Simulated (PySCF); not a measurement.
All numbers come from PBE0 in PySCF with As def2-TZVP, S def2-TZVP, F def2-TZVP; no relativity; density-fitted integrals.

```xyz
3
charge 0 multiplicity 1, angstrom
As    0.1990    0.0000   -0.4634
S    -1.4130    0.0000    0.7314
F     1.5916    0.0000    0.6011
```

AsSF (singlet), along the line from As1 (at 0) through S2 (at 2.007 Å).

Tabulate the fields along this line at -0.60, -0.40, -0.20, 0.10, 0.30, 0.50, 0.70, 0.90, 1.10, 1.30, 1.50, 1.71, 1.91, 2.21, 2.41, 2.61, 2.81, 3.01, 3.21 Å.


| distance (Å) | electron density (e/Å³) | electron localisation function | electrostatic potential (V) |
| --- | --- | --- | --- |
| -0.60 | 2.49 | 0.225 | 57.5 |
| -0.40 | 17.8 | 0.688 | 152 |
| -0.20 | 100 | 0.424 | 731 |
| 0.10 | 620 | 0.732 | 2410 |
| 0.30 | 49.2 | 0.778 | 301 |
| 0.50 | 6.06 | 0.404 | 90.4 |
| 0.70 | 1.42 | 0.153 | 40.3 |
| 0.90 | 1.07 | 0.596 | 22.3 |
| 1.10 | 1.17 | 0.79 | 20.1 |
| 1.30 | 1.36 | 0.629 | 34.1 |
| 1.50 | 1.88 | 0.0854 | 76.2 |
| 1.71 | 16.7 | 0.766 | 205 |
| 1.91 | 186 | 0.258 | 1320 |
| 2.21 | 65.1 | 0.856 | 424 |
| 2.41 | 4.22 | 0.199 | 119 |
| 2.61 | 1.29 | 0.312 | 48.8 |
| 2.81 | 0.826 | 0.853 | 21 |
| 3.01 | 0.443 | 0.875 | 9.13 |
| 3.21 | 0.214 | 0.821 | 4 |

On a grid of 0.10 Å the density has a local minimum along the bond near 0.90 Å from As, at 1.07 e/Å³, where the ELF is 0.60.
